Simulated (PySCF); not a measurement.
# Assignment exercise: C$_{5}$H$_{13}$NSi

Bonds (- single, = double, # triple, : aromatic): C1=C2, C2-C3, C3-Si4, Si4-N5, N5-C6, N5-C7. C1 carries H8, H9; C2 carries H10; C3 carries H11, H12; Si4 carries H13, H14; C6 carries H15, H16, H17; C7 carries H18, H19, H20. H9 is cis to C3; H8 is trans to C3.

[PySCF: NMR shieldings at PBE0/pcSseg-1/GIAO; GFN2-xTB geometry; no relativistic terms; one conformer; equivalent nuclei averaged; no solvent model]

Referencing at the same level of theory: 13C (186.93 ppm), 1H (31.72 ppm) vs TMS.

Task: Assign these signals to the numbered atoms. 13C{1H} NMR (computed): δ 140.8, 120.6, 40.9, 25.1.

Result: 
| δ (ppm) | atoms | environment | reason |
| --- | --- | --- | --- |
| 140.8 | C2 | alkene CH | as expected for a trigonal carbon in a double bond |
| 120.6 | C1 | terminal =CH2 carbon | the olefinic region |
| 40.9 | C6/C7 | methyl carbon bonded to N | pulled downfield by the heteroatom |
| 25.1 | C3 | allylic sp3 CH2 bonded to Si | – |

Task: Assign these signals to the numbered atoms. 1H NMR (500 MHz, computed): δ 6.06 (m, 1H), 5.40 (m, 1H), 5.23 (m, 1H), 4.61 (t, 2H), 2.53 (s, 6H), 1.98 (m, 2H).

Result: 
6.06 → H10, hydrogen on an alkene CH: a vinylic proton, deshielded by the sp2 carbon and the C=C anisotropy
5.40 → H9, hydrogen on a terminal =CH2 carbon: a vinylic proton, deshielded by the sp2 carbon and the C=C anisotropy
5.23 → H8, hydrogen on a terminal =CH2 carbon
4.61 → H13/H14, hydrogen on a silicon bonded to C, N
2.53 → H15/H16/H17/H18/H19/H20, hydrogen on a methyl carbon bonded to N: its carbon carries N, which withdraws density
1.98 → H11/H12, hydrogen on an allylic sp3 CH2 bonded to Si: allylic position

Shifts are as computed. Against solution values, carbons near 30 ppm lie about +3 ppm off and those near 130 ppm about +5 ppm. Of 1211 compounds with measured shifts, 218 miss one by over three times the rms of a fit or turn the order of signals round; such compounds aren't used in these exercises. No couplings were computed; multiplicities are counted from neighbouring protons, with m where these are inequivalent, close in shift, in a saturated or five-membered ring or joined by F or P, and br s for small geminal =CH2 splittings.
